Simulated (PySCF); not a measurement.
Rigid-rotor lines calculated for a species of formula CH6NTl (commonest isotopes; PySCF, PBE0-D3(BJ)/def2-SVP geometry optimisation, gas phase, def2 core potentials past Kr), labelled J(Ka,Kc):

```csv
transition,MHz
"1(1,1) ← 0(0,0)",33615.3
"2(1,1) ← 1(1,0)",9995.5
"2(0,2) ← 1(0,1)",9839.4
"2(1,2) ← 1(1,1)",9684.7
"1(0,1) ← 0(0,0)",4920.0
```

Q: Find the rotational constants.

A: 1(0,1) ← 0(0,0) is B + C, 2(1,1) ← 1(1,0) is 3B + C and 2(1,2) ← 1(1,1) is B + 3C, so B − C is half the difference of the last two, 155.4 MHz. 1(1,1) ← 0(0,0) is A + C. A = 31233.0, B = 2537.7, C = 2382.3 MHz.

Q: What moments of inertia, asymmetry and inertial defect follow?

A: I = 505379 MHz·u·Å² over each constant: Ia = 16.18, Ib = 199.15, Ic = 212.14 u·Å²; κ = (2B − A − C)/(A − C) = -0.989 (near-prolate asymmetric top); Δ = Ic − Ia − Ib = -3.19 u·Å².

Q: Which dipole components do these lines need?

A: μa and μb (a-type: ΔKa even, ΔKc odd; b-type: both odd). The calculation gives |μa| = 0.19 D, |μb| = 0.23 D, |μc| = 0.00 D.

Q: Where do these fall, and of which type are they? 2(1,1) ← 2(0,2); 2(1,1) ← 2(1,2); 2(2,0) ← 1(1,1); 2(1,2) ← 1(0,1); 1(1,0) ← 1(0,1); 2(2,0) ← 2(1,1); 2(2,1) ← 2(1,2); 2(2,1) ← 1(1,0).

A: 
```csv
transition,MHz,type,branch
"2(1,1) ← 2(1,2)",466,a,Q
"1(1,0) ← 1(0,1)",28851,b,Q
"2(1,1) ← 2(0,2)",29007,b,Q
"2(1,2) ← 1(0,1)",38380,b,R
"2(2,0) ← 2(1,1)",86086,b,Q
"2(2,1) ← 2(1,2)",86552,b,Q
"2(2,1) ← 1(1,0)",96081,b,R
"2(2,0) ← 1(1,1)",96237,b,R
```

Q: Which structure gave them?

A: `C[NH][TlH2]`, point group Cs. Three constants can't fix a structure by themselves; this is the one that was computed:
```
atom  x, y, z in Å
C1    -1.282    0.273    0.238
N2    -0.152   -0.577   -0.008
Tl3    1.873   -0.024   -0.188
H4    -2.031    0.255   -0.580
H5    -0.958    1.322    0.340
H6    -1.825    0.021    1.171
H7    -0.400   -1.555   -0.111
H8     2.839   -1.405   -0.493
H9     1.993    1.673    0.026
```

No frequency check. These are rigid-rotor constants of the computed structure; measured ground-state constants (B0) also hold zero-point vibration. A rigid rotor knows nothing of internal rotation, which can split or shift real lines. Quadrupole hyperfine structure (14N) is left out.
